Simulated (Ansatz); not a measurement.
# Ligand exchange: MgHF + C3H8OSn → MgH(OH) + C3H7FSn

Gas-phase species: MgHF `[F][MgH]`, singlet; C3H8OSn `C[CH](C)[Sn][OH]`, singlet; MgH(OH), singlet; C3H7FSn `C[CH](C)[Sn][F]`, singlet. The partners trade F for OH: Mg–F and Sn–OH bonds give way to Mg–OH and Sn–F.

Shapes, held fixed at every level: PBE0-D4/def2-TZVP. Flexible molecules stand in one conformer, not always the lowest. Programs: Ansatz 0.2.0. The zero-point and thermal change to 298 K, harmonic and unscaled (PBE0-D4/def2-TZVP), is -1.0 kJ/mol.

```tsv
level	kind	ΔH(298 K) (kJ/mol)	less CCSD(T)/def2-TZVPP
SPW92/def2-TZVPP	LDA	+21.3	-1.8
PBE-D4/def2-TZVPP	GGA	+23.3	+0.2
B3LYP-D4/def2-TZVPP	global hybrid	+18.9	-4.2
BHLYP-D4/def2-TZVPP	global hybrid	+15.2	-7.9
PBE0-D4/def2-TZVPP	global hybrid	+20.2	-2.9
r2SCAN0-D4/def2-TZVPP	global hybrid	+16.9	-6.2
B2PLYP/def2-TZVPP	double hybrid	+19.2	-3.9
CCSD(T)/def2-TZVPP	coupled cluster or CI	+23.1	0.0
```

The highest level, CCSD(T)/def2-TZVPP, gives ΔH(298 K) = +23.1 kJ/mol; the levels span +15.2 to +23.3. The column of differences is taken from that level and isn't an error. No measured value is set beside it here. For atoms past krypton def2 sets carry core potentials with scalar relativity. Outer-core shells of Mg, Sn are correlated, in sets that cover them unevenly. Sets without diffuse functions underbind ionic bonds of s-block metals.
